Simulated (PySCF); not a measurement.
Species: PPPSb tetrahedron, SbP3.
Bonds: P1–P2, P1–P3, P1–Sb4, P2–P3, P2–Sb4, P3–Sb4.

The calculation used PBE0-D3(BJ)/def2-SVP geometry optimisation, gas phase, def2 core potentials past Kr in PySCF 2.14.0.

**Question.** How far are the bound atoms from Sb4?

**Answer.** 3 atoms: P2 2.524 Å, P1 2.524 Å, P3 2.524 Å.

**Question.** What is the shape at Sb4?

**Answer.** Pyramidal: angles 52.1°, 52.1° and 52.1°, sum 156.2°, 2.18 Å off the plane of its three neighbours. Some of the bound atoms are bonded to each other.

**Question.** What are the other bond lengths?

**Answer.** P1–P2, P1–P3, P2–P3 2.215 Å.

**Question.** Give some angles away from the centre.

**Answer.** P2–P1–P3 60.0°, P2–P1–Sb4 64.0°.

**Question.** What are the rotational constants (commonest isotopes, rigid rotor)?

**Answer.** A = 3325, B = 1556, C = 1556 MHz: a prolate symmetric top.

Point group: C3v (tolerance 0.08 Å). Charge 0, singlet. No frequency check.
